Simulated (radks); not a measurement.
Question: Radial electron density D(r) = 4 pi r^2 rho(r) of an atom or ion with 54 electrons. Method: scalar-relativistic Kohn-Sham, PBE, spin-polarised, spherical densities, finite nucleus; Fermi nuclear charge, rms radius of each element as measured or else 0.836 A^(1/3) + 0.57 fm; computed with a radial shooting solver on a logarithmic mesh with Libxc functionals.

```
   r/bohr * D(r) (the largest magnitude, 95.4, reaches the edge; | marks zero)
 0.003489 |         *
 0.004062 |            *
 0.004729 |               *
 0.005505 |                  *
 0.006409 |                      *
 0.007401 |                         *
 0.008616 |                             *
  0.01003 |                                 *
  0.01168 |                                     *
  0.01359 |                                       *
  0.01583 |                                         *
  0.01842 |                                         *
  0.02145 |                                        *
  0.02497 |                                       *
  0.02884 |                                     *
  0.03357 |                                    *
  0.03908 |                                     *
   0.0455 |                                        *
  0.05297 |                                            *
  0.06166 |                                                  *
  0.07178 |                                                     *
  0.08357 |                                                      *
  0.09729 |                                                   *
   0.1124 |                                             *
   0.1308 |                                        *
   0.1523 |                                       *
   0.1773 |                                          *
   0.2064 |                                             *
   0.2402 |                                              *
   0.2797 |                                        *
   0.3256 |                             *
   0.3791 |                    *
   0.4378 |               *
   0.5096 |                *
   0.5933 |                  *
   0.6907 |                 *
   0.8041 |              *
   0.9361 |         *
     1.09 |      *
    1.269 |    *
    1.477 |   *
    1.706 |   *
    1.986 |  *
    2.312 | *
    2.691 |*
    3.133 *
    3.647 *
    4.246 *
    4.943 *
    5.754 *
    6.645 *
```

What is the nuclear charge?

Answer: Z = 56. The innermost maximum, from 1s, lies near gamma/Z bohr with gamma = sqrt(1 - (Z/c)^2) = 0.913, here 0.0163 bohr (found: 0.0178), and its height grows with Z. The density is that of the barium ion Ba2+ in [Xe]; the configuration itself is not fixed sharply by these data, and Z only to a few units. D(r) has 4 maxima, at r = 0.0178, 0.0790, 0.224, 0.627 bohr, and minima at 0.0344, 0.147, 0.463 bohr, inside which lie 1.96, 11.15, 29.00 electrons.
